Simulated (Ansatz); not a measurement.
Computed with frozen-core CCSD(T)/cc-pVTZ // M06-2X/def2-TZVP (Ansatz, an electronic-structure program).

Ansatz 0.2 input:
```yaml
crystal:
  periodic: [false, false, false]
  atoms:
    - { symbol: B, position_ang: [1.449517, 0.130438, -0.145998] }
    - { symbol: C, position_ang: [0.085888, -0.381987, 0.40035] }
    - { symbol: C, position_ang: [-1.182385, 0.204684, -0.215496] }
    - { symbol: H, position_ang: [1.509715, 0.968076, -0.99412] }
    - { symbol: H, position_ang: [2.46589, -0.314369, 0.290314] }
    - { symbol: H, position_ang: [0.104494, -0.218597, 1.487563] }
    - { symbol: H, position_ang: [0.092222, -1.477613, 0.320041] }
    - { symbol: H, position_ang: [-2.087252, -0.206788, 0.233236] }
    - { symbol: H, position_ang: [-1.210501, 1.287779, -0.088777] }
    - { symbol: H, position_ang: [-1.222242, 0.004918, -1.287157] }
basis:
  gaussian: { orbitals: cc-pVTZ }
correlation:
  method: ccsd_t
```

Output:

```
Functional definition: HF
1043 factors; integrals over basis functions are off by at most 1.0e-3 eV
mean field evaluation 1: about -2841.4612 eV, gradient 2.9e1 eV
mean field evaluation 2: about -2841.4590 eV, gradient 2.9e1 eV
mean field evaluation 4: about -2843.8601 eV, gradient 3.0e0 eV
mean field evaluation 8: about -2843.8950 eV, gradient 1.1e-1 eV
mean field evaluation 16: about -2843.8985 eV, gradient 3.5e-1 eV
mean field -2843.89507360 eV, -104.5112162933 hartree, gradient 2.5e-6 eV, S^2 0.000000; 0 other end points of the search recorded, 0 dependent functions left out
3 core orbitals not correlated
reference -2843.89507360 eV, -104.5112162933 hartree; 9, 9 occupied and 176, 176 virtual orbitals, 1043 factors
second order -12.55883278 eV of doubles, -0.00000000 eV of singles
cycle   1  -13.32960354 eV  change   -7.7e-1 eV  update   6.8e-2
cycle   2  -13.67557271 eV  change   -3.5e-1 eV  update   2.0e-2
cycle   3  -13.71204585 eV  change   -3.6e-2 eV  update   6.7e-3
cycle   4  -13.70994292 eV  change    2.1e-3 eV  update   1.8e-3
cycle   5  -13.70988326 eV  change    6.0e-5 eV  update   7.0e-4
cycle   6  -13.70975956 eV  change    1.2e-4 eV  update   2.4e-4
cycle   7  -13.70972494 eV  change    3.5e-5 eV  update   7.5e-5
cycle   8  -13.70972797 eV  change   -3.0e-6 eV  update   2.4e-5
cycle   9  -13.70972366 eV  change    4.3e-6 eV  update   6.9e-6
perturbative correction -0.47645748 eV, -0.0175094895 hartree
Total energy: -2858.08125474 eV, -105.0325488346 hartree
```

Cost: roughly 20 core-seconds.
